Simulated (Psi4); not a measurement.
Cl5Nb, triplet, geometry from GFN2-xTB (such geometries of metal compounds can be far from the true shape) (the multiplicity is a formal guess) (all electrons, no relativity); B3LYP/3-21G (Psi4).

The Psi4 input:
```
memory 2 GB

molecule {
0 3
Nb   -0.01492354    0.13977076    0.08300446
Cl    1.75230604   -0.45338092   -1.28112881
Cl    1.01574328   -1.21183585    1.89369583
Cl   -0.98510748    0.92490739   -2.06409157
Cl   -1.53293634   -1.60118927    0.06099884
Cl   -0.21401343    2.00440447    1.19033848
}

set {
  basis 3-21g
  reference uks
  scf_type pk
}

energy('b3lyp')
print_variables()
```

It wrote (shortened):

```
   => Loading Basis Set <=

    Name: 3-21G
    Role: ORBITAL
    Keyword: BASIS

         ---------------------------------------------------------
                                   SCF
               by Justin Turney, Rob Parrish, Andy Simmonett
                          and Daniel G. A. Smith
                              UKS Reference
         ---------------------------------------------------------

  ==> Geometry <==

    Molecular point group: c1
    Full point group: C1

    Geometry (in Angstrom), charge = 0, multiplicity = 3:

       Center              X                  Y                   Z               Mass
    ------------   -----------------  -----------------  -----------------  -----------------
         NB          -0.014445891910     0.135297203340     0.080347788194    92.906373000000
         CL           1.752783688090    -0.457854476660    -1.283785481806    34.968852682000
         CL           1.016220928090    -1.216309406660     1.891039158194    34.968852682000
         CL          -0.984629831910     0.920433833340    -2.066748241806    34.968852682000
         CL          -1.532458691910    -1.605662826660     0.058342168194    34.968852682000
         CL          -0.213535781910     1.999930913340     1.187681808194    34.968852682000

  Running in c1 symmetry.

  Rotational constants: A =      0.03136  B =      0.02528  C =      0.02332 [cm^-1]
  Rotational constants: A =    940.04012  B =    757.75899  C =    699.17148 [MHz]
  Nuclear repulsion = 1209.371965444348461

  Charge       = 0
  Multiplicity = 3
  Electrons    = 126
  Nalpha       = 64
  Nbeta        = 62

  ==> Algorithm <==

  SCF Algorithm Type is PK.
  DIIS enabled.
  MOM disabled.
  Fractional occupation disabled.
  Guess Type is SAD.
  Energy threshold   = 1.00e-06
  Density threshold  = 1.00e-06
  Integral threshold = 1.00e-12

  ==> Primary Basis <==

  Basis Set: 3-21G
    Blend: 3-21G
    Number of shells: 49
    Number of basis functions: 104
    Number of Cartesian functions: 104
    Spherical Harmonics?: false
    Max angular momentum: 2

  ==> DFT Potential <==

   => LibXC <=

    Version 7.1.2
    S. Lehtola, C. Steigemann, M. J. T. Oliveira, and M. A. L. Marques,  SoftwareX 7, 1–5 (2018) (10.1016/j.softx.2017.11.002)

   => Composite Functional: B3LYP <=

    B3LYP Hyb-GGA Exchange-Correlation Functional

    P. J. Stephens, F. J. Devlin, C. F. Chabalowski, and M. J. Frisch,  J. Phys. Chem. 98, 11623 (1994) (10.1021/j100096a001)

    Deriv               =              1
    GGA                 =           TRUE
    Meta                =          FALSE

    Exchange Hybrid     =           TRUE
    MP2 Hybrid          =          FALSE

   => Exchange Functionals <=

    0.0800   Slater exchange
    0.7200         Becke 88

   => Exact (HF) Exchange <=

    0.2000               HF

   => Correlation Functionals <=

    0.1900   Vosko, Wilk & Nusair (VWN5_RPA)
    0.8100   Lee, Yang & Parr

   => LibXC Density Thresholds  <==

    XC_HYB_GGA_XC_B3LYP:  1.00E-15

   => Molecular Quadrature <=

    Radial Scheme          =       TREUTLER
    Pruning Scheme         =           NONE
    Nuclear Scheme         =       TREUTLER

    Blocking Scheme        =         OCTREE
    BS radius alpha        =              1
    Pruning alpha          =              1
    Radial Points          =             75
    Spherical Points       =            302
    Total Points           =         130397
    Total Blocks           =           1125
    Max Points             =            256
    Max Functions          =             83
    Weights Tolerance      =       1.00E-15

  ==> Integral Setup <==

  Using in-core PK algorithm.
   Calculation information:
      Number of atoms:                   6
      Number of AO shells:              49
      Number of primitives:            108
      Number of atomic orbitals:       104
      Number of basis functions:       104

      Integral cutoff                 1.00e-12
[...]

   -------------------------
    Irrep   Nso     Nmo
   -------------------------
     A        104     104
   -------------------------
    Total     104     104
   -------------------------

  ==> Iterations <==

                        Total Energy        Delta E     RMS |[F,P]|

   @UKS iter SAD: -6026.91479043025811   -6.02691e+03   0.00000e+00
   @UKS iter   1: -6027.94277485493149   -1.02798e+00   7.16204e-03 ADIIS/DIIS
   @UKS iter   2: -6027.00376485177367    9.39010e-01   9.78534e-03 ADIIS/DIIS
   @UKS iter   3: -6027.95415078647966   -9.50386e-01   6.53586e-03 ADIIS/DIIS
   @UKS iter   4: -6028.13473538726885   -1.80585e-01   3.41192e-03 ADIIS/DIIS
   @UKS iter   5: -6028.20881821249259   -7.40828e-02   6.85689e-04 ADIIS/DIIS
   @UKS iter   6: -6028.21184611605713   -3.02790e-03   3.07816e-04 ADIIS/DIIS
   @UKS iter   7: -6028.21252080619706   -6.74690e-04   6.21299e-05 DIIS
   @UKS iter   8: -6028.21254929956012   -2.84934e-05   2.23560e-05 DIIS
   @UKS iter   9: -6028.21254608506024    3.21450e-06   3.25828e-05 DIIS
   @UKS iter  10: -6028.21255564985495   -9.56479e-06   6.25466e-06 DIIS
   @UKS iter  11: -6028.21255646621194   -8.16357e-07   1.19920e-06 DIIS
   @UKS iter  12: -6028.21255655786990   -9.16580e-08   7.02232e-07 DIIS
  Energy and wave function converged.

  ==> Post-Iterations <==

   Electrons on quadrature grid:
      Nalpha   =   63.9999971720 ; deviation = -2.828e-06
      Nbeta    =   61.9999978535 ; deviation = -2.146e-06
      Ntotal   =  125.9999950255 ; deviation = -4.975e-06

   @Spin Contamination Metric:   5.128492464E-03
   @S^2 Expected:                2.000000000E+00
   @S^2 Observed:                2.005128492E+00
   @S   Expected:                1.000000000E+00
   @S   Observed:                1.000000000E+00

    Orbital Energies [Eh]
    ---------------------

    Alpha Occupied:

[...]
      64A     -0.272791

    Alpha Virtual:

[...]
     104A    109.141043

    Beta Occupied:

[...]
    Beta Virtual:

[...]
    Final Occupation by Irrep:
              A
    DOCC [    62 ]
    SOCC [     2 ]
    NA   [    64 ]
    NB   [    62 ]

  @UKS Final Energy: -6028.21255655786990

   => Energetics <=

    Nuclear Repulsion Energy =           1209.3719654443484615
    One-Electron Energy =              -10737.9720022970250284
    Two-Electron Energy =                3707.6756562899936398
    DFT Exchange-Correlation Energy =    -207.2881759951870606
    Empirical Dispersion Energy =           0.0000000000000000
    VV10 Nonlocal Energy =                  0.0000000000000000
    Total Energy =                      -6028.2125565578699025

  UHF NO Occupations:
  HONO-2 :   62  A 1.9991593
  HONO-1 :   63  A 1.0000000
  HONO-0 :   64  A 1.0000000
  LUNO+0 :   65  A 0.0008407
  LUNO+1 :   66  A 0.0006325
  LUNO+2 :   67  A 0.0004117
  LUNO+3 :   68  A 0.0002511

Computation Completed

Properties will be evaluated at   0.000000,   0.000000,   0.000000 [a0]

Properties computed using the SCF density matrix

 Multipole Moments:

 ------------------------------------------------------------------------------------
     Multipole            Electronic (a.u.)      Nuclear  (a.u.)        Total (a.u.)
 ------------------------------------------------------------------------------------

 L = 1.  Multiply by 2.5417464519 to convert [e a0] to [Debye]
 Dipole X            :         -0.1567188            0.1137307           -0.0429881
 Dipole Y            :          1.4717054           -1.0651782            0.4065272
 Dipole Z            :          0.8739044           -0.6325682            0.2413362
 Magnitude           :                                                    0.4747162

 ------------------------------------------------------------------------------------

  Variable Map:
  ----------------------------------------------------------------------------
[...]
  Array Variable Map:
  ----------------------------------------------------------------------------
[...]
[...]
```
